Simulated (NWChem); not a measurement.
System: PbHSCl, singlet; SMILES [SH][Pb][Cl]

NWChem printed, in part:

```
             Northwest Computational Chemistry Package (NWChem) 7.3.0
             --------------------------------------------------------

 C1  symmetry detected

                             Geometry "geometry" -> ""
                             -------------------------

 Output coordinates in angstroms (scale by  1.889725989 to convert to a.u.)

  No.       Tag          Charge          X              Y              Z
 ---- ---------------- ---------- -------------- -------------- --------------
    1 Pb                  82.0000     0.47146790    -0.00096472    -0.00003139
    2 Cl                  17.0000    -1.09587321     1.92614683     0.00004563
    3 S                   16.0000    -1.22953478    -1.86250898    -0.00015130
    4 H                    1.0000    -0.35796678    -2.86524514     0.00421932

 Effective nuclear repulsion energy (a.u.)     633.0433463564

                                Z-matrix (autoz)
                                --------

 Units are Angstrom for bonds and degrees for angles

      Type          Name      I     J     K     L     M      Value
      ----------- --------  ----- ----- ----- ----- ----- ----------
    1 Stretch                  1     2                       2.48401
    2 Stretch                  1     3                       2.52166
    3 Stretch                  3     4                       1.32858
    4 Bend                     1     3     4                96.58333
    5 Bend                     2     1     3                98.45838
    6 Torsion                  2     1     3     4        -179.80856

                           NWChem Geometry Optimization
                           ----------------------------

 maximum gradient threshold         (gmax) =   0.000450
 rms gradient threshold             (grms) =   0.000300
 maximum cartesian step threshold   (xmax) =   0.001800
 rms cartesian step threshold       (xrms) =   0.001200
 fixed trust radius                (trust) =   0.300000
 source of zmatrix                         =   autoz

          -------------------
          Energy Minimization
          -------------------

 Using diagonal initial Hessian
 Scaling for Hessian diagonals: bonds = 1.00  angles = 0.25  torsions = 0.10

          --------
          Step   0

                                 NWChem DFT Module
                                 -----------------

 Summary of "ao basis" -> "ao basis" (spherical)
 ------------------------------------------------------------------------------
       Tag                 Description            Shells   Functions and Types
 ---------------- ------------------------------  ------  ---------------------
 Pb                         def2-svp                10       26   4s4p2d
 Cl                         def2-svp                 8       18   4s3p1d
 S                          def2-svp                 8       18   4s3p1d
 H                          def2-svp                 3        5   2s1p

            General Information
            -------------------
          SCF calculation type: DFT
          Wavefunction type:  closed shell.
          No. of atoms     :     4
          No. of electrons :    56
           Alpha electrons :    28
            Beta electrons :    28
          Charge           :     0
          Spin multiplicity:     1
          Use of symmetry is: off; symmetry adaption is: off
          Maximum number of iterations: 150
          AO basis - number of functions:    67
                     number of shells:    29
          Convergence on energy requested:  1.00D-06
          Convergence on density requested:  1.00D-05
          Convergence on gradient requested:  5.00D-04

              XC Information
              --------------
          PerdewBurkeErnzerhof Exchange Functional  1.000
            Perdew 1991 LDA Correlation Functional  1.000 local
           PerdewBurkeErnz. Correlation Functional  1.000 non-local

             Grid Information
             ----------------
          Grid used for XC integration:  medium
          Radial quadrature: Mura-Knowles
          Angular quadrature: Lebedev.
          Tag              B.-S. Rad. Rad. Pts. Rad. Cut. Ang. Pts.
          ---              ---------- --------- --------- ---------
          Pb                  1.80      123          10.0       590
          Cl                  1.00       88          12.0       590
          S                   1.00       88          10.0       590
          H                   0.35       45          11.0       434
          Grid pruning is: on
          Number of quadrature shells:   344
          Spatial weights used:  Erf1

           DFT-D3BJ Model
          s6 scale factor  :        1.000000000000
          s8 scale factor  :        0.787500000000
          a1 parameter     :        0.428900000000
          a2 parameter     :        4.440700000000
              vdW contrib  :       -0.003984433976

      Superposition of Atomic Density Guess
      -------------------------------------

 Sum of atomic energies:       -1076.53020993

      Non-variational initial energy
      ------------------------------

 Total energy =   -1049.147861
 1-e energy   =   -1927.140544
 2-e energy   =     674.349657
 HOMO         =      -0.280655
 LUMO         =      -0.041489

   convergence    iter        energy       DeltaE   RMS-Dens  Diis-err
 ---------------- ----- ----------------- --------- --------- ---------
 d= 0,ls=0.0,diis     1  -1051.2692556016 -1.25D+03  3.87D-02  5.42D-01
 d= 0,ls=0.0,diis     2  -1050.7122578937  5.57D-01  2.81D-02  3.26D+00
 d= 0,ls=0.0,diis     3  -1051.3503017665 -6.38D-01  4.11D-03  4.13D-02
 d= 0,ls=0.0,diis     4  -1051.3574436065 -7.14D-03  1.11D-03  5.70D-03
 d= 0,ls=0.0,diis     5  -1051.3583463272 -9.03D-04  3.16D-04  2.59D-04
  Resetting Diis
 d= 0,ls=0.0,diis     6  -1051.3583761663 -2.98D-05  1.75D-04  8.21D-05
 d= 0,ls=0.0,diis     7  -1051.3583895284 -1.34D-05  2.03D-04  1.04D-05
 d= 0,ls=0.0,diis     8  -1051.3583754271  1.41D-05  1.46D-04  7.39D-05
 d= 0,ls=0.0,diis     9  -1051.3583919322 -1.65D-05  8.81D-06  2.78D-07
 d= 0,ls=0.0,diis    10  -1051.3583919795 -4.73D-08  1.94D-06  9.13D-09

         Total DFT energy =    -1051.358391979481
      One electron energy =    -1928.974132519356
           Coulomb energy =      744.024896899917
    Exchange-Corr. energy =      -70.048197801045
 Nuclear repulsion energy =      203.643025874979

    Dispersion correction =       -0.003984433976

 Numeric. integr. density =       55.999995011690

                       DFT Final Molecular Orbital Analysis
                       ------------------------------------

 Vector   26  Occ=2.000000D+00  E=-2.587209D-01
              MO Center= -8.2D-01,  1.2D+00,  2.6D-04, r^2= 3.5D+00
   Bfn.  Coefficient  Atom+Function         Bfn.  Coefficient  Atom+Function
  ----- ------------  ---------------      ----- ------------  ---------------
    38      0.474273  2 Cl py                35      0.347133  2 Cl py
    37      0.281871  2 Cl px                34      0.208489  2 Cl px
    32      0.204075  2 Cl py                11      0.199400  1 Pb px
    55     -0.161673  3 S  px                 3      0.158354  1 Pb s
    52     -0.138984  3 S  px                14      0.129556  1 Pb px

 Vector   27  Occ=2.000000D+00  E=-2.287964D-01
              MO Center= -1.1D+00, -1.3D+00, -2.6D-03, r^2= 3.1D+00
   Bfn.  Coefficient  Atom+Function         Bfn.  Coefficient  Atom+Function
  ----- ------------  ---------------      ----- ------------  ---------------
    57      0.588297  3 S  pz                54      0.408460  3 S  pz
    39     -0.238392  2 Cl pz                51      0.235434  3 S  pz
    36     -0.165791  2 Cl pz                13      0.129949  1 Pb pz
    16      0.104237  1 Pb pz                33     -0.097435  2 Cl pz
    18      0.068360  1 Pb d -1              10     -0.045864  1 Pb pz

 Vector   28  Occ=2.000000D+00  E=-2.281864D-01
              MO Center= -7.2D-01, -1.2D-01,  2.7D-03, r^2= 5.3D+00
   Bfn.  Coefficient  Atom+Function         Bfn.  Coefficient  Atom+Function
  ----- ------------  ---------------      ----- ------------  ---------------
    37      0.411181  2 Cl px                55      0.362078  3 S  px
    34      0.289617  2 Cl px                 3     -0.265041  1 Pb s
    56      0.261975  3 S  py                52      0.249953  3 S  px
    11     -0.240638  1 Pb px                 4     -0.220486  1 Pb s
    53      0.187204  3 S  py                 1      0.182087  1 Pb s

[...]

      ----------------------
      Optimization converged
      ----------------------

  Step       Energy      Delta E   Gmax     Grms     Xrms     Xmax
  ---- ---------------- -------- -------- -------- -------- --------
@    6   -1051.36013758 -1.9D-07  0.00007  0.00004  0.00085  0.00122
                                     ok       ok       ok       ok

                                Z-matrix (autoz)
                                --------

 Units are Angstrom for bonds and degrees for angles

      Type          Name      I     J     K     L     M      Value     Gradient
      ----------- --------  ----- ----- ----- ----- ----- ---------- ----------
    1 Stretch                  1     2                       2.50603    0.00007
    2 Stretch                  1     3                       2.57325    0.00003
    3 Stretch                  3     4                       1.36610    0.00003
    4 Bend                     1     3     4                91.56505    0.00002
    5 Bend                     2     1     3                96.10432   -0.00001
    6 Torsion                  2     1     3     4         179.95168   -0.00001

                         Geometry "geometry" -> "geometry"
                         ---------------------------------

 Output coordinates in angstroms (scale by  1.889725989 to convert to a.u.)

  No.       Tag          Charge          X              Y              Z
 ---- ---------------- ---------- -------------- -------------- --------------
    1 Pb                  82.0000     0.50374874    -0.01226665     0.00120962
    2 Cl                  17.0000    -1.10296542     1.91091662    -0.00111606
    3 S                   16.0000    -1.28438953    -1.86272364     0.00194851
    4 H                    1.0000    -0.32830066    -2.83849835     0.00204017

 Effective nuclear repulsion energy (a.u.)     625.0604302372

                Final and change from initial internal coordinates
                --------------------------------------------------

                                Z-matrix (autoz)
                                --------

 Units are Angstrom for bonds and degrees for angles

      Type          Name      I     J     K     L     M      Value       Change
      ----------- --------  ----- ----- ----- ----- ----- ---------- ----------
    1 Stretch                  1     2                       2.50603    0.02201
    2 Stretch                  1     3                       2.57325    0.05160
    3 Stretch                  3     4                       1.36610    0.03752
    4 Bend                     1     3     4                91.56505   -5.01829
    5 Bend                     2     1     3                96.10432   -2.35405
    6 Torsion                  2     1     3     4         179.95168   -0.23976

 ==============================================================================
                                internuclear distances
 ------------------------------------------------------------------------------
       center one      |      center two      | atomic units |  angstroms
 ------------------------------------------------------------------------------
    2 Cl               |   1 Pb               |     4.73570  |     2.50603
    3 S                |   1 Pb               |     4.86274  |     2.57325
    4 H                |   3 S                |     2.58156  |     1.36610
 ------------------------------------------------------------------------------
                         number of included internuclear distances:          3
 ==============================================================================

[second-derivative integrals and response iterations left out]

  Vibrational analysis via the FX method

  See chapter 2 in "Molecular Vibrations" by Wilson, Decius and Cross

  Vib: Default input used

 ---------------------------- Atom information ----------------------------
     atom    #        X              Y              Z            mass
 --------------------------------------------------------------------------
    Pb       1  9.5194709D-01 -2.3180603D-02  2.2858588D-03  2.0797660D+02
    Cl       2 -2.0843024D+00  3.6111088D+00 -2.1090412D-03  3.4968850D+01
    S        3 -2.4271443D+00 -3.5200373D+00  3.6821512D-03  3.1972070D+01
    H        4 -6.2039829D-01 -5.3639841D+00  3.8553709D-03  1.0078250D+00
 --------------------------------------------------------------------------

[unprojected Hessian and modes left out]

        Vibrational analysis via the FX method
  --- with translations and rotations projected out ---
  --- via the Eckart algorithm                      ---
 Projected Nuclear Hessian trans-rot subspace norm:3.9678D-34
                         (should be close to zero!)

[projected Hessian left out]

 Rotational Constants
 --------------------
 A=   0.115553 cm-1  (  0.166251 K)
 B=   0.068301 cm-1  (  0.098267 K)
 C=   0.042927 cm-1  (  0.061761 K)

 Temperature                      =   298.15K
 frequency scaling parameter      =   1.0000

 Zero-Point correction to Energy  =    5.959 kcal/mol  (  0.009497 au)
 Thermal correction to Energy     =    9.111 kcal/mol  (  0.014519 au)
 Thermal correction to Enthalpy   =    9.703 kcal/mol  (  0.015462 au)

 Total Entropy                    =   79.139 cal/mol-K
   - Translational                =   42.724 cal/mol-K (mol. weight = 275.9253)
   - Rotational                   =   27.944 cal/mol-K (symmetry #  =        1)
   - Vibrational                  =    8.471 cal/mol-K

 Cv (constant volume heat capacity) =   13.996 cal/mol-K
   - Translational                  =    2.979 cal/mol-K
   - Rotational                     =    2.979 cal/mol-K
   - Vibrational                    =    8.037 cal/mol-K

[normal modes left out]

 ----------------------------------------------------------------------------
 Normal Eigenvalue ||           Projected Infra Red Intensities
  Mode   [cm**-1]  || [atomic units] [(debye/angs)**2] [(KM/mol)] [arbitrary]
 ------ ---------- || -------------- ----------------- ---------- -----------
    1       -0.000 ||    0.000913           0.021         0.890       1.041
    2       -0.000 ||    0.000009           0.000         0.009       0.010
    3       -0.000 ||    0.001171           0.027         1.141       1.335
    4       -0.000 ||    0.001225           0.028         1.194       1.397
    5        0.000 ||    0.003288           0.076         3.205       3.750
    6        0.000 ||    0.000815           0.019         0.794       0.929
    7       86.680 ||    0.001211           0.028         1.180       1.381
    8      288.019 ||    0.012476           0.288        12.163      14.229
    9      294.614 ||    0.033830           0.780        32.980      38.584
   10      314.406 ||    0.036535           0.843        35.616      41.668
   11      589.132 ||    0.010110           0.233         9.856      11.531
   12     2597.863 ||    0.003635           0.084         3.543       4.145
 ----------------------------------------------------------------------------
```

Level: PBE-D3(BJ)/def2-SVP with def2 effective core potentials on Pb. Low-valent species are run as closed-shell singlets; no triplet was tried in these runs. def2 effective core potentials on Pb; no spin-orbit coupling.

Reconstruct the input file.

This is not unique; one that fits is the input that was run:
```
start job
memory heap 200 mb stack 900 mb global 1100 mb
geometry units angstroms
  Pb     0.174408    -0.347446     0.105850
  Cl     1.101660     1.914550    -0.334485
  S     -2.259691     0.161667    -0.312149
  H     -2.715871    -1.061235    -0.064076
end
basis spherical
  * library def2-svp
end
ecp
  Pb library def2-ecp
end
dft
  xc xpbe96 cpbe96
  disp vdw 4
  iterations 150
end
driver
  maxiter 120
end
task dft optimize
dft
  grid fine
  convergence energy 1d-8 density 1d-7
end
task dft freq numerical
```
